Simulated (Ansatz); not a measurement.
Cost against result

Saddle point of SiNH$_{9}$O$_{2}$, closed shell (SiNH₅ ([NH2][SiH3]) + H₂O + H₂O → SiH₄O ([OH][SiH3]) + H₂O + NH₃ (still joined by a long Si–N bond); bonds formed: Si1–O7, N2–H8, H6–O9; bonds broken: H6–O7, H8–O9; bonds weakened to dative contacts: Si1–N2), PBE0-D4/def2-TZVP structure:

```tsv
atom	x (Å)	y (Å)	z (Å)
Si1	0.5888	0.8687	0.8110
N2	0.5528	-0.9445	0.3930
H3	1.5471	1.7657	0.0989
H4	-0.6360	1.3232	1.5159
H5	1.4650	0.6259	2.0389
H6	-1.0257	0.0894	-1.1462
O7	-0.5018	1.0829	-0.8403
H8	-0.4348	-1.2137	-0.3173
O9	-1.3159	-1.1196	-1.1988
H10	1.3756	-1.1906	-0.1504
H11	0.6163	-1.4822	1.2507
H12	-0.0250	1.4838	-1.5695
H13	-2.2065	-1.2890	-0.8858
```

Barriers are electronic and count from the start structure reached by relaxing down the imaginary mode.

Program: Ansatz 0.2.0. Basis: as named in each row. Cores are frozen in the correlated methods. B3LYP uses VWN-RPA correlation. Extrapolation: Hartree–Fock as exp(−7.88 √X), correlation as X^−2.97.

Times are rough, for one single point on 8 threads of a shared host (Intel Xeon).

The estimate by CCSD(T) at an estimated basis limit (MP2 extrapolated from triple and quadruple zeta, plus CCSD(T) − MP2 in triple zeta) is 1.011 eV.

```json
{"method": "HF", "basis": "STO-3G", "time (s)": "under 1", "barrier (eV)": "0.881", "method less estimate": "-0.130"}
{"method": "PBE-D4", "basis": "STO-3G", "time (s)": "1", "barrier (eV)": "-1.426", "method less estimate": "-2.437"}
{"method": "PBE0-D4", "basis": "def2-SVP", "time (s)": "1", "barrier (eV)": "0.638", "method less estimate": "-0.373"}
{"method": "SPW92", "basis": "def2-SVP", "time (s)": "1", "barrier (eV)": "-0.026", "method less estimate": "-1.037"}
{"method": "B3LYP-D4", "basis": "6-31G", "time (s)": "2", "barrier (eV)": "0.379", "method less estimate": "-0.632"}
{"method": "PBE-D4", "basis": "def2-SVP", "time (s)": "2", "barrier (eV)": "0.468", "method less estimate": "-0.543"}
{"method": "SPW92", "basis": "def2-TZVPP", "time (s)": "2", "barrier (eV)": "0.175", "method less estimate": "-0.836"}
{"method": "PBE-D4", "basis": "def2-TZVPP", "time (s)": "3", "barrier (eV)": "0.656", "method less estimate": "-0.355"}
{"method": "wB97M-V", "basis": "def2-SVP", "time (s)": "3", "barrier (eV)": "0.738", "method less estimate": "-0.273"}
{"method": "BLYP-D4", "basis": "def2-TZVPP", "time (s)": "3", "barrier (eV)": "0.856", "method less estimate": "-0.155"}
{"method": "BHLYP-D4", "basis": "def2-TZVPP", "time (s)": "4", "barrier (eV)": "1.114", "method less estimate": "0.103"}
{"method": "B3LYP-D4", "basis": "def2-TZVPP", "time (s)": "5", "barrier (eV)": "0.944", "method less estimate": "-0.067"}
{"method": "CAM-B3LYP-D4", "basis": "def2-TZVPP", "time (s)": "5", "barrier (eV)": "0.921", "method less estimate": "-0.091"}
{"method": "r2SCAN-D4", "basis": "def2-TZVPP", "time (s)": "5", "barrier (eV)": "0.721", "method less estimate": "-0.290"}
{"method": "PBE0-D4", "basis": "def2-TZVPP", "time (s)": "5", "barrier (eV)": "0.794", "method less estimate": "-0.217"}
{"method": "CCSD(T)", "basis": "def2-SVP", "time (s)": "6", "barrier (eV)": "0.989", "method less estimate": "-0.023"}
{"method": "r2SCAN0-D4", "basis": "def2-TZVPP", "time (s)": "6", "barrier (eV)": "0.828", "method less estimate": "-0.183"}
{"method": "B97M-V", "basis": "def2-TZVPP", "time (s)": "8", "barrier (eV)": "0.971", "method less estimate": "-0.040"}
{"method": "wB97M-V", "basis": "def2-TZVPP", "time (s)": "8", "barrier (eV)": "0.926", "method less estimate": "-0.085"}
{"method": "B2PLYP", "basis": "def2-TZVPP", "time (s)": "8", "barrier (eV)": "0.997", "method less estimate": "-0.014"}
{"method": "PBE-QIDH", "basis": "def2-TZVPP", "time (s)": "8", "barrier (eV)": "0.888", "method less estimate": "-0.123"}
{"method": "RPA on PBE", "basis": "def2-TZVPP", "time (s)": "9", "barrier (eV)": "0.977", "method less estimate": "-0.034"}
{"method": "wB97X-V", "basis": "def2-TZVPP", "time (s)": "9", "barrier (eV)": "0.927", "method less estimate": "-0.084"}
{"method": "MP2", "basis": "def2-QZVPP", "time (s)": "35", "barrier (eV)": "0.922", "method less estimate": "-0.089"}
{"method": "CCSD(T)", "basis": "def2-TZVPP", "time (s)": "110", "barrier (eV)": "0.996", "method less estimate": "-0.015"}
```

All methods are single points on the PBE0-D4 structures; a negative value means that the method puts the saddle structure below the start.

No T1 diagnostic of these runs exceeds 0.011.

The step is the kind of ligand exchange by which a precursor binds to a hydroxyl group, or is hydrolysed, in atomic layer deposition of oxides.

Labels in which every atom is bracketed show which atoms are joined, not bond orders.
